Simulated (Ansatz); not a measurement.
A nudged elastic band was laid between two geometries of a periodic cell of 13 atoms, Be12Cl (surface Be(0001), adsorbate Cl).

Computed with Ansatz 0.2.0, DFT PBE-D3(BJ), scalar-relativistic, plane waves, PAW. Settings: cutoff 420 eV, k mesh 4x4x1, fermi-dirac smearing 0.1 eV, no spin polarisation.

* movable images: 7
* climbing image: yes
* spring: 2.0 to 10.0 eV/Å², energy-weighted
* optimiser: lbfgs
* start path: IDPP
* force threshold: 0.05 eV/Å
* iteration limit: 49
* end points: relaxed
* atoms held: 1 to 4

Image 0:

```xyz
13
Lattice="4.5800 0.0000 0.0000 2.2900 3.9664 0.0000 0.0000 0.0000 16.5884" Properties=species:S:1:pos:R:3
Be 0.000 0.000 1.000
Be 2.290 0.000 1.000
Be 1.145 1.983 1.000
Be 3.435 1.983 1.000
Be 0.000 1.322 2.761
Be 2.290 1.323 2.763
Be 1.144 3.304 2.796
Be 3.434 3.304 2.763
Be 0.049 0.026 4.579
Be 2.242 0.026 4.577
Be 1.146 1.925 4.579
Be 3.436 1.981 4.385
Cl -1.142 -0.666 6.234
```

Image 8:

Only the atoms that move by more than 0.05 Å are listed.
```
Be9 0.001 -0.002 4.385
Be10 2.291 -0.058 4.579
Be11 1.097 2.009 4.577
Be12 3.484 2.009 4.579
Cl13 0.003 -2.649 6.234
```

(1) What changes between the two ends?

(2) Give the energies along the band, and the barrier.

(3) What is the geometry of the highest image?

Results:

(1) Contacts lost: Be9–Cl13. Contacts made: Be12–Cl13. The atom that moves furthest is Cl13, by 2.29 Å.

(2) It converged. The highest image is number 2 of 0 to 8, 0.193 eV above the ends, which have the same energy within 2 meV. The profile has 2 maxima (images 2, 6) with wells between them (image 4): this band takes more than one step, which may be the mechanism or a detour left from its start path. By the program's own check the climbing image is a first-order saddle point (lowest curvatures found: -1.11 and 1.10 eV/Å²). Limits of this set-up: coarse k mesh, thin slab, slab without dipole correction, odd electron count without spin.

```
image  path coordinate (Å)  energy (eV)  Be9–Cl13 (Å)  Be12–Cl13 (Å)
    0                 0.00        0.000          2.15           3.22
    1                 0.44        0.131          2.11           2.97
    2                 0.77        0.193          2.10           2.73
    3                 1.07        0.150          2.12           2.44
    4                 1.42        0.083          2.19           2.15
    5                 1.76        0.164          2.50           2.11
    6                 2.06        0.190          2.78           2.10
    7                 2.36        0.120          2.99           2.11
    8                 2.79        0.000          3.22           2.15
```

(3) 
```xyz
13
Lattice="4.5800 0.0000 0.0000 2.2900 3.9664 0.0000 0.0000 0.0000 16.5884" Properties=species:S:1:pos:R:3:forces:R:3
Be 0.000 0.000 1.000 -0.06 -0.14 -0.02
Be 2.290 0.000 1.000 -0.02 -0.03 0.05
Be 1.145 1.983 1.000 0.06 0.07 -0.02
Be 3.435 1.983 1.000 -0.03 -0.02 0.00
Be 0.007 1.303 2.749 0.01 0.01 0.00
Be 2.282 1.342 2.763 0.01 0.01 0.00
Be 1.148 3.288 2.796 0.01 0.01 0.00
Be 3.399 3.276 2.762 0.01 0.01 0.00
Be 0.017 -0.003 4.618 0.01 0.02 0.00
Be 2.238 0.006 4.400 0.01 0.01 0.00
Be 1.133 1.930 4.618 0.01 0.02 0.00
Be 3.447 1.951 4.448 0.01 0.01 0.00
Cl -0.537 -1.045 6.359 0.00 0.02 0.00
```

Time of the run: 12 min on 1 thread of Intel(R) Xeon(R) Platinum 8375C CPU @ 2.90GHz (Ice Lake), on a shared host, peak memory 0.75 GiB.
